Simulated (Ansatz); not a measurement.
Cartesian coordinates (Å):
SMILES: [I]
```xyz
1

I      0.0000     0.0000     0.0000
```
Charge 0, spin multiplicity 2.

Method: frozen-core CCSD(T)/def2-TZVPP (Ansatz, a quantum-chemistry and plane-wave program).

The HF energy comes out as -296.65857 Ha. The MP2 correlation energy is -0.46709 Ha.

Task: Estimate the CCSD correlation energy, the (T) correction, the total energy and the T1 diagnostic.

Result: 
- CCSD correlation energy = -0.44598 Ha
- (T) correction = -0.00715 Ha
- CCSD(T) total energy = -297.11169 Ha
- T1 diagnostic = 0.007
